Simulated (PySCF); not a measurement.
PySCF job for 2-chloro-3,3-difluoroprop-1-ene (C3H3ClF2), SMILES C=C(Cl)C(F)F, PBE-D3(BJ)/def2-SVP. Coordinates come from a PBE-D3(BJ)/def2-SVP optimisation. The values are those of a single conformer.

```python
import numpy as np
from pyscf import gto, scf, dft, df
from pyscf.hessian import thermo

mol = gto.M(
    atom='''
    C    -1.59248341   -0.58749235   -0.69472282
    C    -0.52948249    0.07240935   -0.21287463
    Cl   -0.64547203    1.62900984    0.55853518
    C     0.89496112   -0.44080010   -0.27803541
    F     0.93743863   -1.62206685   -0.95979251
    F     1.37510062   -0.65687628    0.98202704
    H    -1.43955448   -1.56377086   -1.17569432
    H    -2.60734530   -0.17314301   -0.62153531
    H     1.56909999    0.28953311   -0.78418203
    ''',
    basis='def2-SVP',
    charge=0,
    spin=0,
    max_memory=1600,
    verbose=3,
)
mf = dft.RKS(mol, xc='pbe').density_fit(auxbasis='def2-universal-jkfit')
mf.disp = 'd3bj'
mf.grids.level = 3
mf.conv_tol = 1e-11
mf.max_cycle = 100
mf.kernel()

# [left out here: the lines that compute and print the analytic Hessian (its translational invariance restored by hand, since the grid's response is missing), thermochemistry and intensities]
```

Log of the run:

```
converged SCF energy = -775.078811362048

WARN: DFTD3 does not support analytical Hessian, using finite difference


WARN: Mole.unit (angstrom) is changed to Bohr

Mode                                 0                   1                   2
Irrep
Freq [cm^-1]                       66.0079            201.0126            290.2496
Reduced mass [au]                   7.7337             12.6520              4.4498
Force const [Dyne/A]                0.0199              0.3012              0.2209
Char temp [K]                      94.9707            289.2123            417.6045
Normal mode                   x     y     z       x     y     z       x     y     z
       0   C                -0.00 -0.06  0.11   -0.07 -0.03  0.03    0.12 -0.07  0.04
       1   C                 0.00 -0.00  0.03   -0.03 -0.02 -0.05    0.08  0.08 -0.08
       2  Cl                -0.00  0.04 -0.05    0.08 -0.04  0.01   -0.02  0.02  0.03
       3   C                 0.01  0.01  0.03   -0.03  0.02 -0.04    0.05  0.01 -0.06
       4   F                 0.04  0.08 -0.08    0.07  0.01 -0.01   -0.07 -0.03  0.00
       5   F                -0.05 -0.11  0.03   -0.12  0.08  0.01   -0.08  0.01 -0.01
       6   H                 0.00 -0.08  0.16   -0.08 -0.03  0.02    0.22 -0.06  0.05
       7   H                -0.01 -0.08  0.13   -0.07 -0.05  0.11    0.07 -0.23  0.13
       8   H                 0.02  0.06  0.13   -0.03  0.04 -0.01    0.16 -0.10 -0.05
Mode                                 3                   4                   5
Irrep
Freq [cm^-1]                      339.4970            425.5350            520.4607
Reduced mass [au]                   4.7618              5.2678             11.0573
Force const [Dyne/A]                0.3234              0.5620              1.7647
Char temp [K]                     488.4605            612.2501            748.8271
Normal mode                   x     y     z       x     y     z       x     y     z
       0   C                 0.05 -0.10 -0.07    0.00 -0.07 -0.05   -0.05 -0.02 -0.00
       1   C                -0.05 -0.03  0.05   -0.08 -0.00  0.04   -0.03  0.06 -0.12
       2  Cl                 0.06 -0.02 -0.01    0.01  0.09  0.04    0.01 -0.02  0.00
       3   C                -0.05  0.04  0.05   -0.06 -0.03 -0.02   -0.01  0.08 -0.00
       4   F                -0.10  0.08 -0.01    0.08 -0.06  0.02    0.00  0.06  0.13
       5   F                 0.02  0.02  0.02   -0.02 -0.03 -0.06    0.03 -0.09 -0.06
       6   H                 0.21 -0.09 -0.04    0.20 -0.06 -0.02   -0.03 -0.05  0.04
       7   H                -0.00 -0.20 -0.22   -0.07 -0.21 -0.18   -0.07 -0.08  0.06
       8   H                -0.09  0.07  0.05   -0.13  0.01 -0.06    0.01  0.10  0.03
Mode                                 6                   7                   8
Irrep
Freq [cm^-1]                      611.3848            691.4845            761.0420
Reduced mass [au]                   6.8043              1.1812              2.4610
Force const [Dyne/A]                1.4985              0.3328              0.8398
Char temp [K]                     879.6466            994.8922           1094.9699
Normal mode                   x     y     z       x     y     z       x     y     z
       0   C                -0.08 -0.06 -0.02   -0.04 -0.03 -0.03    0.01  0.07  0.04
       1   C                -0.03  0.02 -0.16   -0.01 -0.06  0.00   -0.05  0.15  0.01
       2  Cl                 0.00  0.03  0.03    0.00  0.03 -0.00    0.00 -0.05 -0.02
       3   C                 0.02 -0.05  0.04    0.04  0.01 -0.01   -0.07 -0.03  0.03
       4   F                -0.01 -0.02 -0.06   -0.01  0.00  0.01    0.03 -0.03 -0.03
       5   F                 0.07  0.02  0.09    0.01 -0.01  0.02    0.04  0.00  0.03
       6   H                -0.11 -0.15  0.15   -0.05  0.26 -0.63    0.41  0.19 -0.07
       7   H                -0.08 -0.06 -0.05   -0.09 -0.24  0.54   -0.16 -0.34  0.10
       8   H                 0.06 -0.07  0.08    0.09 -0.02  0.02   -0.07 -0.04  0.03
Mode                                 9                  10                  11
Irrep
Freq [cm^-1]                      875.1680            920.3956           1076.0607
Reduced mass [au]                   1.3381              2.4644              4.3960
Force const [Dyne/A]                0.6039              1.2300              2.9990
Char temp [K]                    1259.1719           1324.2444           1548.2118
Normal mode                   x     y     z       x     y     z       x     y     z
       0   C                 0.02  0.06 -0.13    0.10 -0.04  0.01   -0.03  0.06  0.03
       1   C                -0.00 -0.02  0.04    0.05  0.02 -0.06    0.08 -0.09 -0.06
       2  Cl                -0.00  0.00 -0.00   -0.00  0.01  0.00   -0.01  0.01  0.01
       3   C                -0.01 -0.00  0.00   -0.17 -0.04  0.06    0.01 -0.15  0.07
       4   F                 0.00  0.00  0.00    0.02  0.01 -0.00   -0.01  0.08  0.03
       5   F                -0.00  0.00 -0.00    0.01  0.01 -0.02   -0.02  0.03 -0.07
       6   H                -0.09 -0.27  0.51   -0.22  0.01 -0.16    0.26  0.09  0.05
       7   H                -0.05 -0.25  0.56    0.23  0.24  0.27   -0.14 -0.21 -0.08
       8   H                -0.03  0.01 -0.01   -0.30  0.06  0.05   -0.04 -0.09  0.08
Mode                                12                  13                  14
Irrep
Freq [cm^-1]                     1095.4544           1148.3895           1322.8078
Reduced mass [au]                   6.4125              2.4542              1.1802
Force const [Dyne/A]                4.5338              1.9069              1.2167
Char temp [K]                    1576.1150           1652.2768           1903.2259
Normal mode                   x     y     z       x     y     z       x     y     z
       0   C                -0.01 -0.01 -0.01    0.01 -0.06 -0.03   -0.02 -0.01 -0.01
       1   C                -0.02  0.02  0.00   -0.08  0.12  0.06   -0.04 -0.06 -0.03
       2  Cl                 0.00 -0.01 -0.00    0.00 -0.01 -0.00    0.00  0.00  0.00
       3   C                 0.06  0.08  0.20    0.04 -0.12  0.02   -0.04  0.06  0.03
       4   F                -0.00 -0.07 -0.04    0.01  0.06  0.02    0.01  0.01 -0.01
       5   F                -0.03  0.02 -0.09   -0.01  0.02 -0.04    0.01 -0.01  0.00
       6   H                -0.02 -0.00 -0.02   -0.29 -0.08 -0.07    0.52  0.04  0.09
       7   H                 0.00  0.02  0.05    0.07  0.08  0.04    0.17  0.40  0.21
       8   H                 0.10  0.09  0.26    0.30 -0.40 -0.03    0.24 -0.44 -0.28
Mode                                15                  16                  17
Irrep
Freq [cm^-1]                     1332.7376           1354.7919           1664.0179
Reduced mass [au]                   1.1901              1.5574              6.8056
Force const [Dyne/A]                1.2454              1.6842             11.1027
Char temp [K]                    1917.5127           1949.2439           2394.1512
Normal mode                   x     y     z       x     y     z       x     y     z
       0   C                 0.00  0.00 -0.00   -0.00 -0.03 -0.01    0.15  0.09  0.06
       1   C                -0.02 -0.02  0.01   -0.08  0.03 -0.01   -0.18 -0.09 -0.07
       2  Cl                -0.00  0.00  0.00    0.00 -0.00 -0.00    0.00  0.00  0.00
       3   C                -0.06 -0.02 -0.09    0.12 -0.09 -0.02    0.03  0.00  0.00
       4   F                -0.00 -0.01  0.01   -0.02  0.01  0.01   -0.00  0.00 -0.00
       5   F                 0.02  0.02 -0.01   -0.01  0.01  0.00    0.00 -0.00  0.00
       6   H                 0.16  0.01  0.04    0.33  0.01  0.04   -0.17  0.09  0.02
       7   H                 0.07  0.14  0.05    0.17  0.35  0.21    0.08 -0.14 -0.07
       8   H                 0.42  0.11  0.76   -0.37  0.41  0.03    0.05 -0.03 -0.02
Mode                                18                  19                  20
Irrep
Freq [cm^-1]                     2970.6614           3103.6765           3213.9983
Reduced mass [au]                   1.0868              1.0600              1.1193
Force const [Dyne/A]                5.6505              6.0162              6.8124
Char temp [K]                    4274.1203           4465.4995           4624.2280
Normal mode                   x     y     z       x     y     z       x     y     z
       0   C                 0.00 -0.00 -0.00   -0.05 -0.03 -0.02   -0.06  0.07  0.03
       1   C                -0.00  0.00  0.00    0.01  0.00  0.00    0.00  0.00  0.00
       2  Cl                 0.00 -0.00 -0.00    0.00  0.00  0.00   -0.00 -0.00 -0.00
       3   C                 0.05  0.05 -0.04    0.00 -0.00 -0.00    0.00  0.00  0.00
       4   F                -0.00  0.00  0.00    0.00  0.00  0.00   -0.00 -0.00 -0.00
       5   F                -0.00 -0.00 -0.00   -0.00  0.00 -0.00    0.00 -0.00 -0.00
       6   H                -0.00 -0.00 -0.00   -0.10  0.62  0.31    0.08 -0.58 -0.29
       7   H                -0.01  0.00 -0.00    0.62 -0.26 -0.05    0.63 -0.25 -0.04
       8   H                -0.59 -0.62  0.43   -0.01 -0.00  0.00   -0.00 -0.00  0.00
temperature 298.1500 [K]
pressure 101325.00 [Pa]
Rotational constants [GHz] 4.52646 2.08930 1.54860
Symmetry number 1
Zero-point energy (ZPE) 0.05464 [Eh]   143461.164 [J/mol]
                           tot       elec      trans        rot        vib
Entropy [J/mol/K]       333.249      0.000    167.649    115.004     50.596
Cv [J/mol/K]             85.847      0.000     12.472     12.472     60.904
Cp [J/mol/K]             94.162      0.000     20.786     12.472     60.904
Internal energy [J/mol]                      3718.434   3718.434 151956.256
Internal energy [Eh]   -775.01810  -775.07881
Enthalpy [J/mol]                             6197.391   3718.434 151956.256
Enthalpy [Eh]          -775.01716
Gibbs free energy [J/mol]                  -43787.293 -30569.909 136870.963
Gibbs free energy [Eh] -775.05500
mode   freq/cm-1   IR/(km/mol)
   1       66.01         1.314
   2      201.01         0.434
   3      290.25         5.705
   4      339.50         0.070
   5      425.53         3.323
   6      520.46         2.723
   7      611.38        10.957
   8      691.48         6.039
   9      761.04        28.087
  10      875.17        36.072
  11      920.40        28.880
  12     1076.06       117.166
  13     1095.45       178.628
  14     1148.39        19.017
  15     1322.81         1.899
  16     1332.74        21.640
  17     1354.79        65.068
  18     1664.02        33.239
  19     2970.66        36.261
  20     3103.68         1.673
  21     3214.00         0.724
max |gradient| / (hartree/bohr): 0.00016404489280591456
APT charges: [-0.2057  0.2585 -0.2752  1.1043 -0.4902 -0.499   0.0844  0.0787 -0.0558]
```

The run converged.
